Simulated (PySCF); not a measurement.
Species: C6H5F3.
Numbering: `[F:1][C:2]([F:3])([F:4])[C:5]#[C:6][CH:7]1[CH2:8][CH2:9]1` (hydrogens: H10 on C7; H11, H12 on C8; H13, H14 on C9)

Structure used (GFN2-xTB), in Å, numbered top down from 1:
```xyz
14
C6H5F3 angstrom
F      3.675    0.827   -0.533
C      2.812   -0.166   -0.809
F      3.328   -1.283   -0.265
F      2.846   -0.343   -2.142
C      1.476    0.117   -0.323
C      0.374    0.369    0.085
C     -0.936    0.643    0.558
C     -2.117    0.147   -0.241
C     -1.783   -0.502    1.059
H     -1.023    1.600    1.057
H     -2.981    0.789   -0.297
H     -1.910   -0.397   -1.150
H     -2.414   -0.314    1.913
H     -1.347   -1.489    1.040
```

Computed with PBE0/def2-SVPD in PySCF (dipole) on a GFN2-xTB geometry, gas phase.

Take the most abundant isotopes and a rigid rotor. 

(1) What are A, B and C (MHz)?

(2) Classify the top.

(3) What does the inertial defect say?

(4) Give the other two planar moments, Paa and Pbb, and the rms extents of the mass along the axes.

(5) List the rotational levels J(Ka,Kc) to J = 4 (cm⁻¹).

(6) Which types of transition are allowed, and where do some lines up to J = 3 fall?

(7) Estimate the classical rotational partition function at 10 K, 50 K and 298.15 K.

Results:

(1) Ia = 123.15, Ib = 746.59, Ic = 751.11 u·Å²; 505379 MHz·u·Å²/I gives A = 4104, B = 676.9, C = 672.8 MHz.

(2) A near-prolate asymmetric top. Ray's parameter κ = (2B − A − C)/(A − C) = -0.998; −1 is the prolate and +1 the oblate limit.

(3) Not planar: Δ = Ic − Ia − Ib = -118.62 u·Å². For a rigid frame Δ = −2 Σ m c², so Σ m c² = 59.31 u·Å² lies off the ab plane: 5.56 from hydrogen and 53.75 from heavier atoms. The atom farthest from that plane is 1.67 Å away.

(4) Paa = Σ m a² = (Ib + Ic − Ia)/2 = 687.28 and Pbb = Σ m b² = (Ia + Ic − Ib)/2 = 63.84 u·Å². With the mass M = 134.03 u, the rms extents √(P/M) along a, b and c are 2.26, 0.69, 0.67 Å.

(5) Above 0(0,0):
J = 1: 1(0,1) 0.0450, 1(1,1) 0.1593, 1(1,0) 0.1595
J = 2: 2(0,2) 0.1351, 2(1,2) 0.2492, 2(1,1) 0.2497, 2(2,1) 0.5926, 2(2,0) 0.5926
J = 3: 3(0,3) 0.2701, 3(1,3) 0.3841, 3(1,2) 0.3849, 3(2,2) 0.7277, 3(2,1) 0.7277, 3(3,1) 1.2996, 3(3,0) 1.2996
J = 4: 4(0,4) 0.4502, 4(1,4) 0.5639, 4(1,3) 0.5653, 4(2,3) 0.9077, 4(2,2) 0.9077, 4(3,2) 1.4796, 4(3,1) 1.4796, 4(4,1) 2.2803, 4(4,0) 2.2803

(6) The dipole components are |μa| = 4.24 D, |μb| = 0.00 D, |μc| = 0.26 D; the mirror of this Cs structure is the ac plane, so μb vanishes by symmetry and there are no b-type lines. The squared components, which scale the intensities, stand as 1.00 : 0.00 (a : c). Some lines, for components of 0.1 D or more:

| type | branch | J(Ka,Kc) | MHz | lower level (cm⁻¹) |
| --- | --- | --- | --- | --- |
| a | R | 1(0,1) ← 0(0,0) | 1350 | 0.000 |
| a | R | 2(1,2) ← 1(1,1) | 2695 | 0.159 |
| a | R | 2(0,2) ← 1(0,1) | 2700 | 0.045 |
| a | R | 2(1,1) ← 1(1,0) | 2704 | 0.159 |
| c | Q | 3(1,3) ← 3(0,3) | 3417 | 0.270 |
| c | Q | 2(1,2) ← 2(0,2) | 3423 | 0.135 |
| c | Q | 1(1,1) ← 1(0,1) | 3427 | 0.045 |
| a | R | 3(1,3) ← 2(1,2) | 4043 | 0.249 |
| a | R | 3(0,3) ← 2(0,2) | 4049 | 0.135 |
| a | R | 3(2,2) ← 2(2,1) | 4049 | 0.593 |
| a | R | 3(2,1) ← 2(2,0) | 4049 | 0.593 |
| a | R | 3(1,2) ← 2(1,1) | 4055 | 0.250 |
| c | R | 1(1,0) ← 0(0,0) | 4781 | 0.000 |
| c | R | 2(1,1) ← 1(0,1) | 6135 | 0.045 |
| c | R | 3(1,2) ← 2(0,2) | 7491 | 0.135 |
| c | Q | 3(2,2) ← 3(1,2) | 10275 | 0.385 |
| c | Q | 2(2,1) ← 2(1,1) | 10281 | 0.250 |
| c | R | 2(2,0) ← 1(1,0) | 12984 | 0.159 |
| c | R | 2(2,1) ← 1(1,1) | 12989 | 0.159 |
| c | R | 3(2,1) ← 2(1,1) | 14330 | 0.250 |
| c | R | 3(2,2) ← 2(1,2) | 14342 | 0.249 |
| c | Q | 3(3,1) ← 3(2,1) | 17145 | 0.728 |
| c | R | 3(3,0) ← 2(2,0) | 21194 | 0.593 |
| c | R | 3(3,1) ← 2(2,1) | 21194 | 0.593 |

(7) Point group Cs, symmetry number σ = 1; q = (√π/σ)·√((kT/h)³/(ABC)), k/h = 20836.6 MHz/K: 3900 at 10 K, 43600 at 50 K, 635000 at 298.15 K.

No GFN2-xTB frequencies stand behind this structure, so it isn't proved a minimum. Zero-point vibration and centrifugal distortion are left out.
